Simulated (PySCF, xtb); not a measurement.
CH3Br2Sb, SMILES [CH3][Sb]([Br])[Br].

GFN2-xTB in xtb 6.7.1 at its own geometry gives an orbital gap of 3.92 eV and a dipole moment of 7.56 D.

Geometry optimised at PBE0-D3(BJ)/def2-SVP. The structure was generated by enumeration; whether it is a known compound was not checked. The def2 effective core potentials stand for the cores of Sb; spin–orbit coupling is left out.

Question: What does PySCF with M06-2X/def2-TZVP give? (The exact figures need the calculation; the answer reports its results.)

Answer: gap 7.54 eV (levels -8.62 and -1.08 eV), dipole 3.15 D.
